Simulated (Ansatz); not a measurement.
`B[SiH2]OCC` + `[OH][GaH2]` → `B[O][GaH2]` + `CCO[SiH3]` at 600 K and 1 bar (cleavage of the B–Si bond).

Program: Ansatz. Geometries: PBE0-D4/def2-TZVP. ΔE: electronic, gas phase. CCSD(T)/CBS adds triple-zeta CCSD(T) − MP2 to the extrapolated MP2 energy (def2 sets, frozen cores). For Ga outer-core shells are correlated without core-valence functions, which leaves a few kJ/mol of doubt a bond. Scalar relativity is left out up to krypton. One conformer a species, not always the lowest.

| species | CCSD(T)/CBS energy (Eh) | H − E (kJ/mol) | S (J/(mol·K)) |
| --- | --- | --- | --- |
| `B[SiH2]OCC` | -470.55751 | 355.3 | 481.8 |
| `[OH][GaH2]` | -2000.92981 | 103.5 | 310.5 |
| `B[O][GaH2]` | -2026.35181 | 145.6 | 379.8 |
| `CCO[SiH3]` | -445.19614 | 309.5 | 418.6 |

H − E and S are ideal-gas, rigid-rotor, harmonic terms from PBE0-D4/def2-TZVP, for one conformer and one mirror image of each species. 1 Eh = 2625.50 kJ/mol, R = 8.31446 J/(mol·K).

**Question.** By hand: ΔE, ΔH, ΔS and ΔG.

**Answer.** ΔE = (-2026.35181) + (-445.19614) − (-470.55751) − (-2000.92981) = -0.06063 Eh = -159.2 kJ/mol. Δ(H − E) = 145.6 + 309.5 − 355.3 − 103.5 = -3.7, so ΔH = -162.9 kJ/mol. ΔS = 379.8 + 418.6 − 481.8 − 310.5 = 6.1 J/(mol·K). ΔG = -162.9 − 600 × (6.1)/1000 = -166.6 kJ/mol.

**Question.** By hand: the equilibrium constant, and the temperature at which ΔG would vanish if ΔH and ΔS stayed fixed.

**Answer.** log₁₀ K = −ΔG/(RT ln 10) = 14.5. ΔH and −TΔS have one sign here, so there is no such temperature.

The number of gas molecules stays the same, so ΔS is small and ΔH decides. A doubt of 5 kJ/mol in ΔE shifts log₁₀ K by 0.4 here. Other conformers and mirror images would add mixing entropy, several J/(mol·K) or more a flexible species. Modes under 60 cm⁻¹, often nearly free rotors, make the harmonic entropy too high. These are equilibria of isolated gas molecules and say nothing of rates. Largest T1 diagnostic: 0.016 (customary marks: 0.02 for closed shells, 0.045 for open ones).

ΔS is within the doubt of such terms, so its sign, and with it that verdict, could turn.
